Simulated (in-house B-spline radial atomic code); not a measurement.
## Ionising Sb²²⁺ with different functionals

Computed with a radial B-spline atomic code at the basis-set limit: scalar-relativistic (spin-free X2C) Hamiltonian, Fermi nucleus of rms radius 4.6802 fm, spin-polarised at highest spin, spherical fractional occupations for the functionals, the average over the highest-spin determinants for Hartree-Fock. The ionisation energy is the difference of two self-consistent energies, [Ar] 3d10 4s1 → [Ar] 3d10, without Breit or QED terms; ε is the level of the shell that loses the electron (its least bound occupied spin orbital). There is no spin-orbit coupling in this Hamiltonian.

```json
{"method": "Hartree-Fock", "rung": "Hartree-Fock", "ΔSCF (eV)": "692.32", "-ε(4s) (eV)": "692.48"}
{"method": "PBE", "rung": "GGA", "ΔSCF (eV)": "697.05", "-ε(4s) (eV)": "681.52"}
{"method": "revTPSS", "rung": "meta-GGA", "ΔSCF (eV)": "695.03", "-ε(4s) (eV)": "680.60"}
{"method": "TPSS", "rung": "meta-GGA", "ΔSCF (eV)": "695.69", "-ε(4s) (eV)": "680.92"}
{"method": "r2SCAN", "rung": "meta-GGA", "ΔSCF (eV)": "?", "-ε(4s) (eV)": "?"}
{"method": "TPSSh", "rung": "global hybrid", "ΔSCF (eV)": "?", "-ε(4s) (eV)": "?"}
```

(1) What does r2SCAN give?

(2) What does TPSSh give?

(3) Among the functionals, which spreads more, the ΔSCF values or the orbital energies?

(4) How do they compare with the NIST value?

Answers

(1) ΔSCF 694.26 eV, and -ε(4s) = 681.43 eV.

(2) ΔSCF 695.41 eV, and -ε(4s) = 682.15 eV.

(3) The ΔSCF values: ΔSCF values span about 2.79 eV and the orbital energies 1.55 eV.

(4) NIST lists 693.3 eV ± 0.24 (semi-empirical, ground level to ground level). Errors run from -0.94 to +3.79 eV; Hartree-Fock is closest (-0.94 eV), though others lie within the uncertainty of it, and part of that can be cancellation, since the calculations leave out Breit-QED terms. Hartree-Fock also lacks correlation.
